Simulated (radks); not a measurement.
The numbers below are computed, except where a source is named.
The nuclear charge of the selenium ion Se+ is varied continuously with 33 electrons held in [Ar] 3d10 4s2 4p3. Code: a radial shooting solver on a logarithmic mesh with Libxc functionals. Model: non-relativistic Kohn-Sham, SCAN, spin-unpolarised, spherical densities, point nucleus; meta-GGA in the generalised Kohn-Sham scheme. By the Hellmann-Feynman theorem dE/dZ = E(electron-nucleus)/Z, the electronic potential at the nucleus.

Z,E (hartree),E(electron-nucleus)/Z (hartree),HOMO,e(HOMO) (eV),<r> HOMO (bohr)
33,-2235.97405,-162.087,4p,-5.370,2.533
33.25,-2276.69786,-163.705,4p,-7.666,2.403
33.5,-2317.82585,-165.319,4p,-10.151,2.293
33.75,-2359.35724,-166.930,4p,-12.812,2.198
34,-2401.29089,-168.539,4p,-15.637,2.114
34.25,-2443.62646,-170.145,4p,-18.621,2.039
34.5,-2486.36331,-171.750,4p,-21.756,1.971
34.75,-2529.50122,-173.353,4p,-25.038,1.910
35,-2573.03940,-174.955,4p,-28.464,1.854

The central difference of E at Z = 34 is -168.538 hartree, to compare with the third column; the second derivative is -6.43 hartree.
